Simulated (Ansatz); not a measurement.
Reaction (ligand exchange at the Si–S bond): `Cl[SiH2][S][GeH3]` + `N[SiH3]` → `[SiH3]N[SiH2]Cl` + `[SH][GeH3]`

Isolated molecules relaxed with PBE0-D4/def2-TZVP in Ansatz; ΔE leaves out vibrations. CBS: MP2 limit from def2 TZ/QZ plus the TZ coupled-cluster correction, frozen cores. This one scheme is used for every species. Functionals use def2-TZVPP. B3LYP here is the variant with VWN-RPA as its local correlation; programs differ in this. HSE06 is defined as in plane-wave codes. For Ge outer-core shells are correlated without core-valence functions, which leaves a few kJ/mol of doubt a bond. Scalar relativity is left out up to krypton. One conformer a species, not always the lowest.

Question: Is it downhill or uphill in electronic energy at CCSD(T)/CBS, and by how much? (Best estimate.)

Answer: The calculation gave: Downhill: ΔE = -0.08 eV.

Question: What do these levels give: PBE-D4, BLYP-D4, PBE0-D4, B3LYP, r2SCANh, r2SCAN0, HSE06, BHLYP, CAM-B3LYP, RPA@PBE/def2-TZVPP, MP2/def2-SVP, CCSD/CBS(def2)? (Estimate.)

Answer: The calculation gave: PBE-D4 -0.01, BLYP-D4 -0.11, PBE0-D4 -0.03, B3LYP -0.14, r2SCANh -0.06, r2SCAN0 -0.07, HSE06 -0.04, BHLYP -0.17, CAM-B3LYP -0.17, RPA@PBE/def2-TZVPP -0.15, MP2/def2-SVP -0.17, CCSD/CBS(def2) -0.10 eV.

Largest T1 diagnostic among the species: 0.011.

At CCSD(T), def2-SVP lies −0.12 eV from the extrapolated value and def2-TZVPP −0.05 eV. In def2-TZVPP, CCSD(T) changes the Hartree–Fock value by +0.10 eV (the triples alone add +0.02 eV) and MP2 by +0.14 eV.
